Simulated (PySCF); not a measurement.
**Atomic charges by several schemes**

Compound: C8H15P.
Atom-mapped SMILES: `[CH2:1]=[CH:2][CH2:3][P@@:4](=[CH2:5])([CH3:6])[C:7](=[CH2:8])[CH3:9]` (hydrogens: H10, H11 on C1; H12 on C2; H13, H14 on C3; H15, H16 on C5; H17, H18, H19 on C6; H20, H21 on C8; H22, H23, H24 on C9)

Structure used (GFN2-xTB), in Å, numbered top down from 1:
```
atom  x, y, z in Å
C1     2.6662    0.7727    0.9402
C2     1.5068    1.2356    0.5054
C3     1.0036    1.0666   -0.8836
P4    -0.3020   -0.2371   -1.0440
C5    -1.1193    0.0618   -2.5084
C6     0.6810   -1.7519   -0.5292
C7    -1.4441    0.0137    0.3514
C8    -2.4558    0.8460    0.1457
C9    -1.1875   -0.6765    1.6532
H10    3.3452    0.2443    0.2902
H11    2.9915    0.9083    1.9580
H12    0.8466    1.7709    1.1765
H13    1.8099    0.7878   -1.5681
H14    0.5263    1.9797   -1.2493
H15   -1.9391   -0.6433   -2.6438
H16   -0.4210    0.0101   -3.3450
H17    0.0078   -2.6079   -0.4815
H18    1.4067   -1.9351   -1.3236
H19    1.2060   -1.6381    0.4154
H20   -3.1792    1.0739    0.9131
H21   -2.5957    1.3020   -0.8204
H22   -0.1978   -0.4252    2.0337
H23   -1.2352   -1.7578    1.5293
H24   -1.9326   -0.3808    2.3897
```

Density: PBE0/pcSseg-1 (PySCF); schemes: Mulliken, IAO, Hirshfeld and ESP-fitted. Geometry: GFN2-xTB, one conformer, isolated molecule.

**Question.** At which atom do the 4 schemes differ most?

**Answer.** At C7: from -0.634 (Mulliken) to +0.205 e (ESP-fitted), 0.839 e apart.

**Question.** For which atoms does the sign change between the 4 schemes (beyond +0.03 e in one, beyond −0.03 e in another)?

**Answer.** C7.

**Question.** Give the atomic charges in each scheme.

**Answer.** In e:

```csv
atom,environment,Mulliken,IAO,Hirshfeld,ESP-fitted
C1,terminal =CH2 carbon,-0.139,-0.327,-0.100,-0.534
C2,alkene CH carbon,-0.245,-0.130,-0.034,-0.006
C3,sp3 carbon bound to phosphorus,-0.304,-0.471,-0.105,-0.333
P4,phosphorus bonded to 4 C,+0.491,+1.171,+0.374,+0.683
C5,carbon bonded to P and 2 H,-0.553,-0.929,-0.326,-1.060
C6,sp3 carbon bound to phosphorus,-0.446,-0.675,-0.172,-0.837
C7,fully substituted alkene carbon,-0.634,-0.215,-0.035,+0.205
C8,terminal =CH2 carbon,-0.012,-0.291,-0.085,-0.438
C9,allylic carbon,-0.146,-0.419,-0.119,-0.576
H10,vinylic hydrogen,+0.110,+0.143,+0.045,+0.214
H11,vinylic hydrogen,+0.119,+0.152,+0.047,+0.198
H12,vinylic hydrogen,+0.120,+0.148,+0.046,+0.124
H13,methylene hydrogen,+0.151,+0.152,+0.050,+0.179
H14,methylene hydrogen,+0.172,+0.175,+0.051,+0.129
H15,hydrogen on C5,+0.112,+0.138,+0.008,+0.259
H16,hydrogen on C5,+0.109,+0.136,+0.009,+0.256
H17,methyl hydrogen,+0.150,+0.156,+0.044,+0.220
H18,methyl hydrogen,+0.147,+0.157,+0.044,+0.226
H19,methyl hydrogen,+0.154,+0.157,+0.037,+0.236
H20,vinylic hydrogen,+0.107,+0.146,+0.049,+0.182
H21,vinylic hydrogen,+0.148,+0.175,+0.039,+0.175
H22,methyl hydrogen,+0.134,+0.149,+0.039,+0.164
H23,methyl hydrogen,+0.133,+0.151,+0.045,+0.169
H24,methyl hydrogen,+0.122,+0.149,+0.048,+0.167
```

Mean size of the charges over all atoms: ESP-fitted 0.315 e, IAO 0.288 e, Mulliken 0.207 e, Hirshfeld 0.081 e. Each set sums to the total charge, 0, to within 0.001 e. The Mulliken scheme gives each basis function's population to the atom it is centred on and halves the overlap population of two atoms between them. The Hirshfeld scheme weights the molecular density at each point by an atom's share of the summed free-atom densities.

**Question.** How many electrons does the IAO scheme count on C5?

**Answer.** Z − q = 6 − (-0.929) = 6.929.

**Question.** Sum the charges by element, for elements with more than one atom.

**Answer.** 
```csv
element,atoms,Mulliken,IAO,Hirshfeld,ESP-fitted
C,8,-2.480,-3.457,-0.976,-3.578
H,15,+1.989,+2.285,+0.602,+2.895
```

These values come from a run that also computed NMR shieldings. Time: 52 s. Hardware: x86-64 server, one thread, shared host.
